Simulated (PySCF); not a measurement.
**How methods differ on the ionisation energy of Ti²⁺**

Ti²⁺ [Ar] 3d2 (3F) → Ti³⁺ [Ar] 3d1 (2D), as a difference of total energies. Calculation: PySCF 2.14, in x2c-SVPall; the spin-free X2C one-electron Hamiltonian (Gaussian nucleus). Correlated levels: valence: [Ar] frozen. The calculations carry no spin-orbit coupling.

| method | ionisation energy (eV) | difference from reference (eV) |
| --- | --- | --- |
| UHF | 27.004 | -0.488 |
| PBE | 28.495 | +1.003 |
| BP86 | 28.521 | +1.029 |
| MP2 (valence) | 27.070 | -0.422 |
| SCS-MP2 (valence) | 27.026 | -0.466 |

Reference: 27.492 eV (measured; NIST Atomic Spectra Database, ionization energies).

The reference lies between the lowest fine-structure levels, while these numbers refer to the centres of the terms.

Errors of the correlated levels include the incompleteness of this basis and the frozen core.
